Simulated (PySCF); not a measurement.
Compound: monofluorogermane, FGeH₃.
Numbering: `[F:1][GeH3:2]` (hydrogens: H3, H4, H5 on Ge2)

Geometry (PBE0-D3(BJ)/def2-TZVP, Å), atoms numbered from 1 in this order:
```
atom  x, y, z in Å
F1     1.8891    0.1699    0.0275
Ge2    0.1858    0.3896   -0.2631
H3    -0.5295   -0.0369    1.0241
H4    -0.0079    1.8781   -0.5749
H5    -0.1662   -0.5096   -1.4539
```

Linear response at PBE0/aug-cc-pVTZ (PySCF, frozen core in the response, non-relativistic). Isolated species at its PBE0-D3(BJ)/def2-TZVP geometry, gas phase. The PBE0/aug-cc-pVTZ calculation is non-relativistic and has no spin–orbit coupling, an omission that weighs most on germanium.

Static isotropic polarisability: 32.44 au (4.81 Å³), principal values 30.9, 33.2, 33.2 au.

Problem. What is the polarisability at 1064 nm and at the sodium D line?

Solution. 32.74 au at 1064 nm (+0.9 %), 33.44 au at 589.3 nm (+3.1 %). The rise at 589.3 nm is 3.35 times that at 1064 nm; a pure ω² law gives 3.26. The lowest singlet lies at 163 nm, shorter than both wavelengths.

Problem. What is the isotropic C6 coefficient between two such molecules, C6 = (3/π)∫α(iω)² dω?

Solution. 398.6 au (Eh·bohr⁶) by a ten-point quadrature over imaginary frequencies, which is 238 eV·Å⁶ or 23 J·nm⁶/mol.

Problem. Which effective excitation energy ω̄ makes London's formula C6 = (3/4)α²ω̄ exact here?

Solution. ω̄ = 4·C6/(3α²) = 0.505 Eh = 13.7 eV. A one-pole form α(ω) = α/(1 − ω²/ω̄²) fitted to the 1064 nm value gives 12.2 eV.

Problem. How anisotropic is the static polarisability, by Δα² = ½[(α1 − α2)² + (α2 − α3)² + (α3 − α1)²]?

Solution. Δα = 2.3 au, or 0.07 of the isotropic value.

Problem. What n − 1 at the D line would an ideal gas of it have at 273.15 K and 1 atm (2.6868 × 10¹⁹ cm⁻³), by n − 1 = 2π·N·α′?

Solution. 8.37 × 10⁻⁴, a formal value whether or not that pressure can be reached.

Problem. What does −C6/R⁶ come to at R = 6 Å between centres?

Solution. -490 J/mol. This is the leading, orientation-averaged term; C8 and higher terms are left out.

Problem. What molar refraction at the D line follows from R = (4π/3)·N_A·α′, with α′ the polarisability volume?

Solution. α′ = 4.96 Å³ gives R = 12.50 cm³/mol, for isolated, non-vibrating species.

Problem. The lowest 10 singlets have (eV, f): 7.60, 0.000; 7.60, 0.000; 8.46, 0.130; 8.46, 0.130; 9.12, 0.000; 9.47, 0.001; 9.48, 0.035; 9.48, 0.035; 9.62, 0.016; 9.62, 0.017. What share of the static polarisability do they carry in the sum over states α = Σ f/ω²?

Solution. 3.54 au, 10.9 % of α; the largest term, 1.35 au, is that of the state at 8.46 eV. Their oscillator strengths add up to 0.36. Higher states carry the rest.

Problem. How many electrons N does the Slater–Kirkwood formula C6 = (3/4)·√N·α^(3/2) need to give this C6?

Solution. N = (4·C6/3)²/α³ = 8.3; the species has 44 electrons in all.

Time: 11 s; peak memory 0.76 GiB. Hardware: one thread of an Arm Neoverse V1, no GPU, on a shared host. This is the whole response run at PBE0/aug-cc-pVTZ, SCF included.
